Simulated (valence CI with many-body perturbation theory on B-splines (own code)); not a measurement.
The numbers below are computed, except where a source is named.
**Basis-set convergence for Rh22+**

Level of theory: valence CI with perturbative core correlation (CI+MBPT): five valence electrons over a frozen Dirac-Fock core [Ar], radial functions for each j: 7 s, 7 p, 8 d, 6 f, 4 g, 1 h, with the one-electron correlation potential Σ1, the two-electron term Σ2, the three-electron term Σ3, Breit, model QED; selected CI, second order for the rest, scaled by the run's own slope (own B-spline code, finite nucleus).

No measured levels were compared; by estimate terms of the open shell hold to 2 to 4 % of their energy, and close levels can change places. Among the levels kept, up to 570 cm⁻¹ of a level comes from second order outside the variational space, and about a tenth of that is noise between levels of different J, which matters for small intervals. Only levels of the ground parity were solved; by the run's estimate the other parity begins above the list, which can be wrong where configurations are misplaced.

The reference run has the lowest level 3d⁵ ⁶S_5/2 and an ionisation energy of 1061.07 eV. Its largest variational space holds 20392 state functions.

Names give the largest LS component (configuration and term), which can be under half, so a name can repeat, a term be missing and a line seem to break the LS rules; names also repeat where a configuration has a term twice. Letters in brackets count levels of one name in rising energy.

Changed runs:
A. basis 6 s, 6 p, 5 d, 5 f, 1 g
B. basis 5 s, 5 p, 4 d, 4 f

Excitation energies of the reference run in cm⁻¹, and shifts in cm⁻¹:

| Level | Reference | A | B |
| --- | --- | --- | --- |
| 3d⁵ ⁴G_5/2 [a] | 86446 | +581 | +1613 |
| 3d⁵ ⁴G_7/2 | 107121 | +474 | +1542 |
| 3d⁵ ⁴G_11/2 | 109867 | +441 | +1468 |
| 3d⁵ ⁴P_3/2 | 111257 | +523 | +1535 |
| 3d⁵ ⁴G_5/2 [b] | 113219 | +457 | +1425 |
| 3d⁵ ⁴G_9/2 | 114981 | +417 | +1458 |
| 3d⁵ ⁴P_1/2 | 123829 | +524 | +1464 |
| 3d⁵ ⁴D_7/2 | 138786 | +449 | +1751 |
| 3d⁵ ⁴D_5/2 | 147800 | +582 | +1873 |
| 3d⁵ ⁴D_1/2 | 156318 | +443 | +1663 |
| 3d⁵ ²I_11/2 | 159125 | +603 | +1893 |
| 3d⁵ ⁴D_3/2 | 160508 | +514 | +1654 |
| Ionisation energy (eV) | 1061.07 | -0.08 | -0.09 |
